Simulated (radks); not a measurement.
Task: Ionisation of the arsenic ion As2+, [Ar] 3d10 4s2 4p1, to [Ar] 3d10 4s2 as the strength of local exchange is varied. All-electron calculation, Dirac Kohn-Sham, Slater X-alpha exchange (alpha = 2/3 is LDA exchange), no correlation, spin-unpolarised, spherical densities, point nucleus; open shells fill j = l - 1/2 first. Program: a radial shooting solver on a logarithmic mesh with Libxc functionals.

alpha  E(As2+) (hartree)  exchange (hartree)  IE (eV)  -e of the level emptied (eV)  <r> of it (bohr)
0.667        -2254.04442           -77.13968   27.027                21.911 (4p1/2)             2.137
0.75         -2263.66327           -87.09580   28.032                22.877 (4p1/2)             2.101
0.884        -2279.27582          -103.33536   29.692                24.480 (4p1/2)             2.045
x            -2292.05138          -116.69590   31.078                25.824 (4p1/2)             2.002

Which alpha was used in the last row?

Result: alpha = 0.993. NIST Atomic Spectra Database: 28.35 eV (measured). The Delta-SCF value meets it near alpha = 0.78. Spin polarisation and multiplet splitting are left out, so open shells lie too high by an amount that depends on their filling.

Beside tabulated values, note that spin-unpolarised runs miss the spin-polarisation part of the exchange energy of open shells.
